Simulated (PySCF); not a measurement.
A structure optimised at PBE-D3(BJ)/def2-SVP, used in a PySCF frequency run:

```xyz
10

C     -2.1445    -0.6227     0.0000
C     -1.0912     0.2178     0.0000
F     -1.2941     1.5511     0.0000
C      0.3290    -0.1489     0.0000
Cl     0.7058    -1.8539     0.0000
C      1.3888     0.7013     0.0000
F      1.2751     2.0281     0.0000
H     -3.1639    -0.2147     0.0000
H     -1.9876    -1.7072     0.0000
H      2.4299     0.3405     0.0000
```
Charge 0, spin multiplicity 1.

Task: Write its SMILES, formula and point group.

Result: C=C(F)/C(Cl)=C\F, C4H3ClF2, Cs

Task: What are its rotational constants (standard atomic weights)?

Result: 2.6091, 1.9384, 1.1121 GHz
